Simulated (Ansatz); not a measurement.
Calculated with Ansatz (gas phase, PBE0-D4/def2-TZVP geometries, no zero-point term in ΔE). CCSD(T)/CBS adds triple-zeta CCSD(T) − MP2 to the extrapolated MP2 energy (def2 sets, frozen cores). This one scheme is used for every species. One conformer a species, not always the lowest.

`BC(=C)S` + `OC(O)O` → `BOC(O)O` + `C=CS`  (ligand exchange at a B–C bond)

```csv
species,CCSD/def2-TZVPP energy (Eh)
`BC(=C)S`,-501.51612
`OC(O)O`,-265.81148
`BOC(O)O`,-291.22022
`C=CS`,-476.14947
```

(1) Work out ΔE.

Largest T1 diagnostic among the species: 0.013.

Answers

(1) ΔE = (-291.22022) + (-476.14947) − (-501.51612) − (-265.81148) = -0.04209 Eh = -110.5 kJ/mol. CCSD(T)/CBS gives -107.3 kJ/mol.

In def2-TZVPP, CCSD(T) changes the Hartree–Fock value by +5.7 kJ/mol (the triples alone add +1.3 kJ/mol) and MP2 by +7.7 kJ/mol.
